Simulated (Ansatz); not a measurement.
`C[N]([GeH3])BF` + `[OH][GeH3]` → `[GeH3][O][GeH3]` + `CNBF` at 500 K and 1 bar (ligand exchange at a Ge–N bond).

Gas-phase electronic energies from Ansatz, PBE0-D4/def2-TZVP geometries. CCSD(T)/CBS is the MP2 limit (def2-TZVPP, def2-QZVPP) plus CCSD(T) − MP2 in def2-TZVPP, frozen cores. This one scheme is used for every species. For Ge outer-core shells are correlated without core-valence functions, which leaves a few kJ/mol of doubt a bond. Scalar relativity is left out up to krypton. Each species was taken in one conformer, which may not be the lowest.

```
          species  CCSD(T)/CBS energy (Eh)  H − E (kJ/mol)  S (J/(mol·K))
 `C[N]([GeH3])BF`              -2297.75856           270.5          430.5
     `[OH][GeH3]`              -2153.69723           124.0          309.0
`[GeH3][O][GeH3]`              -4231.02116           175.7          407.8
           `CNBF`               -220.44549           220.6          337.0
```

H − E and S are ideal-gas, rigid-rotor, harmonic terms from PBE0-D4/def2-TZVP, for one conformer and one mirror image of each species. 1 Eh = 2625.50 kJ/mol, R = 8.31446 J/(mol·K).

Task: By hand: ΔE, ΔH, ΔS and ΔG.

Result: ΔE = (-4231.02116) + (-220.44549) − (-2297.75856) − (-2153.69723) = -0.01086 Eh = -28.5 kJ/mol. Δ(H − E) = 175.7 + 220.6 − 270.5 − 124.0 = 1.8, so ΔH = -26.7 kJ/mol. ΔS = 407.8 + 337.0 − 430.5 − 309.0 = 5.3 J/(mol·K). ΔG = -26.7 − 500 × (5.3)/1000 = -29.3 kJ/mol.

Task: By hand: the equilibrium constant, and the temperature at which ΔG would vanish if ΔH and ΔS stayed fixed.

Result: log₁₀ K = −ΔG/(RT ln 10) = 3.1. ΔH and −TΔS have one sign here, so there is no such temperature. One of them is within its doubt of zero, so this could turn.

The number of gas molecules stays the same, so ΔS is small and ΔH decides. A doubt of 5 kJ/mol in ΔE shifts log₁₀ K by 0.5 here. Other conformers and mirror images would add mixing entropy, several J/(mol·K) or more a flexible species. Modes under 60 cm⁻¹, often nearly free rotors, make the harmonic entropy too high. These are equilibria of isolated gas molecules and say nothing of rates. Largest T1 diagnostic: 0.012 (customary marks: 0.02 for closed shells, 0.045 for open ones).
